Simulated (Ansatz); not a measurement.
Ansatz (an electronic-structure program) input (CCSD(T)/6-31G*):

Ansatz 0.2 input:
```yaml
crystal:
  periodic: [false, false, false]
  atoms:
    - {symbol: Ge, position_ang: [0.14873945, -0.02319735, 0.18657275]}
    - {symbol: O, position_ang: [0.91303674, 0.23121470, -1.31521284]}
    - {symbol: O, position_ang: [-1.50799452, -0.13842532, 0.56892185]}
basis:
  gaussian:
    orbitals: 6-31G*
total_charge: -1
magnetization: {spin_polarized: true, initial_magnetization: 1}
correlation: {method: ccsd_t, electrons: outside_noble_gas}
```

End of the output:

```
second order -12.76610504 eV of doubles, -0.00000000 eV of singles
coupled cluster: 0.19 GiB planned
cycle   1  -12.70715945 eV  change   -1.4e-4 eV  update   1.8e-3
cycle   2  -12.70741223 eV  change   -2.5e-4 eV  update   1.3e-3
cycle   3  -12.70660225 eV  change    8.1e-4 eV  update   8.3e-4
cycle   4  -12.70734632 eV  change   -7.4e-4 eV  update   2.9e-4
cycle   5  -12.70774779 eV  change   -4.0e-4 eV  update   1.6e-4
cycle   6  -12.70772557 eV  change    2.2e-5 eV  update   8.4e-5
cycle   7  -12.70764424 eV  change    8.1e-5 eV  update   4.4e-5
cycle   8  -12.70763713 eV  change    7.1e-6 eV  update   1.4e-5
cycle   9  -12.70760831 eV  change    2.9e-5 eV  update   6.5e-6
cycle  10  -12.70761504 eV  change   -6.7e-6 eV  update   2.8e-6
coupled cluster: 0.19 GiB planned
perturbative correction -0.54081511 eV, -0.0198745887 hartree
Total energy: -60552.20576808 eV, -2225.2525182178 hartree
```
